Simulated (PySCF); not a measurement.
Working out the ionisation energy of Lu

Lu [Xe] 4f14 5d1 6s2 (2D) → Lu⁺ [Xe] 4f14 6s2 (1S). Computed with PySCF 2.14 in cc-pVDZ-X2C, with the spin-free X2C one-electron Hamiltonian (Gaussian nucleus). Frozen: [Kr] 4d10. Energies in hartree (1 hartree = 27.21139 eV):

| part | Lu (lower) | Lu⁺ (upper) |
| --- | --- | --- |
| UHF | -14558.179183 | -14558.014881 |
| CCSD correlation | -0.911801 | -0.896938 |
| (T) | -0.026537 | -0.024715 |

Problem. What does Hartree-Fock give?

Solution. (-14558.014881) − (-14558.179183) = 0.164302 hartree = 4.471 eV.

Problem. What do CCSD and CCSD(T) give?

Solution. The CCSD correlation energies differ by 0.014863 hartree = 0.404 eV and the triples by 0.001822 hartree = 0.050 eV, so CCSD gives 4.875 eV and CCSD(T) 4.925 eV.

Measured between the centres of the two terms (NIST): 5.278 eV, so CCSD(T) (valence) is off by -0.353 eV.

A double-zeta basis recovers only part of the correlation energy.

What remains against the reference includes basis incompleteness, the frozen core and higher excitations.
